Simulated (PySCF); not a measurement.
**Working out the excitation energy of N²⁺**

N²⁺ [He] 2s2 2p1 (2P) → N²⁺ [He] 2s1 2p1 3s1 (4P). All numbers are calculated (PySCF 2.14, the spin-free X2C one-electron Hamiltonian (Gaussian nucleus), in aug-cc-pVTZ-DK). Frozen: 1s2. Energies in hartree (1 hartree = 27.21139 eV):

```tsv
part	N²⁺ (lower)	N²⁺ (upper)
UHF	-52.847342	-51.602662
CCSD correlation	-0.083197	-0.013971
(T)	-0.001038	-0.000107
```

Q: What does Hartree-Fock give?

A: (-51.602662) − (-52.847342) = 1.244680 hartree = 33.869 eV.

Q: What do CCSD and CCSD(T) give?

A: The CCSD correlation energies differ by 0.069226 hartree = 1.884 eV and the triples by 0.000931 hartree = 0.025 eV, so CCSD gives 35.753 eV and CCSD(T) 35.778 eV.
